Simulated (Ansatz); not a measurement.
C4H15NSi2, singlet, geometry from GFN2-xTB, with bond 10-1 at 1.4 times its length; CASSCF(2,3)/STO-3G in Ansatz (an electronic-structure program).

The Ansatz input:
Ansatz 0.2 input:
```yaml
crystal:
  periodic: [false, false, false]
  atoms:
    - {symbol: Si, position_ang: [3.49631674, 0.47293417, -0.65119087]}
    - {symbol: C, position_ang: [1.96993735, -0.58174935, -0.24209722]}
    - {symbol: C, position_ang: [0.69948423, 0.25222418, -0.08857244]}
    - {symbol: Si, position_ang: [-0.79334979, -0.84477864, 0.31891422]}
    - {symbol: N, position_ang: [-2.23570529, 0.07980957, 0.16648406]}
    - {symbol: C, position_ang: [-2.33449188, 1.45937022, 0.57411571]}
    - {symbol: C, position_ang: [-3.51018751, -0.58807947, 0.21296526]}
    - {symbol: H, position_ang: [3.27759006, 1.17994117, -1.91588486]}
    - {symbol: H, position_ang: [4.67854811, -0.38338447, -0.76627423]}
    - {symbol: H, position_ang: [3.79455415, 1.85136630, 0.83961078]}
    - {symbol: H, position_ang: [1.81322519, -1.32798934, -1.02295817]}
    - {symbol: H, position_ang: [2.14051171, -1.14278304, 0.67870950]}
    - {symbol: H, position_ang: [0.52252704, 0.80877325, -1.01020503]}
    - {symbol: H, position_ang: [0.86114379, 0.99318685, 0.69635342]}
    - {symbol: H, position_ang: [-0.93817384, -1.92530554, -0.66444589]}
    - {symbol: H, position_ang: [-0.56353268, -1.45126270, 1.64869833]}
    - {symbol: H, position_ang: [-1.36455504, 1.94046480, 0.49244384]}
    - {symbol: H, position_ang: [-2.68818927, 1.55456563, 1.60857710]}
    - {symbol: H, position_ang: [-3.04261174, 1.98512201, -0.07371354]}
    - {symbol: H, position_ang: [-3.90532420, -0.64222639, 1.23495661]}
    - {symbol: H, position_ang: [-4.23544349, -0.05035876, -0.40404326]}
    - {symbol: H, position_ang: [-3.40511270, -1.59970987, -0.16786448]}
basis:
  gaussian:
    orbitals: STO-3G
hamiltonian:
  xc: hf
magnetization: {spin_polarized: false}
correlation: {active_space: {window: {electrons: 2, orbitals: 3}}}
```

### Question
What does Ansatz print? Leave out banner, timings and long lists.

### Answer

```
Functional definition: HF
759 factors; integrals over basis functions are off by at most 3.7e-5 eV
mean field evaluation 1: about -21310.7326 eV, gradient 2.1e1 eV
mean field evaluation 2: about -21311.0995 eV, gradient 2.1e1 eV
mean field evaluation 4: about -21313.0408 eV, gradient 1.5e0 eV
mean field evaluation 8: about -21313.0497 eV, gradient 2.7e-2 eV
mean field -21313.04965592 eV, -783.2401283513 hartree, gradient 8.9e-7 eV, S^2 0.000000; 0 other end points of the search recorded, 0 dependent functions left out
reference -21313.04965592 eV, -783.2401283513 hartree; 37, 37 occupied and 21, 21 virtual orbitals, 759 factors
state -21314.21621950 eV, -783.2829987721 hartree
Total energy: -21314.21621950 eV, -783.2829987721 hartree
```
